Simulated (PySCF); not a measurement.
# Finite-field polarisability of C (carbon, neutral)

[He] 2s2 2p2, high-spin 3P determinant. All numbers are calculated (PySCF 2.14, no relativity, point nucleus, in aug-cc-pVDZ (4s3p2d, 23 functions)). Frozen: 1s2. Energy changes in a uniform field (μhartree):

```json
{"axis": "x", "F (au)": "0.0044", "HF": "-101.871", "MP2": "-92.690", "CCSD": "-94.436", "CCSD(T)": "-95.072"}
{"axis": "x", "F (au)": "0.0088", "HF": "-407.502", "MP2": "-370.924", "CCSD": "-377.818", "CCSD(T)": "-380.353"}
{"axis": "y", "F (au)": "0.0041", "HF": "-101.599", "MP2": "-100.948", "CCSD": "-100.284", "CCSD(T)": "-100.758"}
{"axis": "y", "F (au)": "0.0082", "HF": "-406.639", "MP2": "-404.101", "CCSD": "-401.486", "CCSD(T)": "-403.387"}
```

By symmetry the remaining axis equals y.

**Question.** Derive α along x at CCSD(T) from the two fields.

**Answer.** With ΔE = −αF²/2 − γF⁴/24, α = −(16 ΔE(F) − ΔE(2F))/(6F²) = 9.821 bohr³.

**Question.** And the mean polarisability at each level?

**Answer.** The components xx, yy, zz at CCSD(T) are 9.821, 11.98, 11.98, the third axis being equal by symmetry to one of the two computed. Means: HF 11.56, MP2 11.20, CCSD 11.20, CCSD(T) 11.26 bohr³. Reference: 11.3 ± 0.4 bohr³ (recommended; Schwerdtfeger and Nagle, table of static dipole polarizabilities (2023 update)).

A double-zeta set is small for polarisabilities.
